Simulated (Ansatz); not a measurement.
Calculated with Ansatz (gas phase, PBE0-D4/def2-TZVP geometries, no zero-point term in ΔE). CCSD(T)/CBS adds triple-zeta CCSD(T) − MP2 to the extrapolated MP2 energy (def2 sets, frozen cores). This one scheme is used for every species. Double bonds are as drawn, so ΔE can hold a change between cis and trans. Functionals use def2-TZVPP. Triplets are unrestricted, without spin–orbit coupling. Each species was taken in one conformer, which may not be the lowest.

Consider the formal loss of a carbene: `CC/C=C(\C)CC` → `CC/C=C/CC` + `[CH2]` (triplet).

```csv
level,ΔE (kJ/mol)
r2SCAN0-D4,415.0
LC-ωPBE,427.0
RPA@PBE/def2-TZVPP,423.2
HF/def2-TZVPP,283.2
```

Question: What does CCSD(T)/CBS give? (Best estimate.)

Answer: Ansatz gave: +441.7 kJ/mol. The listed levels differ from it by -26.7, -14.7, -18.5, -158.5 kJ/mol.

Largest T1 diagnostic among the species: 0.011.

Leaving LDA and LC-ωPBE aside and taking each functional with its dispersion term where it has one, the values, not all of them listed here, spread over 36.2 kJ/mol, from r2SCAN0-D4 to ωB97X-V. LDA lies +82.0 kJ/mol from PBE without D4. At CCSD(T), def2-SVP lies −16.6 kJ/mol from the extrapolated value and def2-TZVPP −10.9 kJ/mol.

CCSD(T)/CBS has its own doubt, a few kJ/mol and more with outer-core shells, so smaller differences from it don't rank the levels.
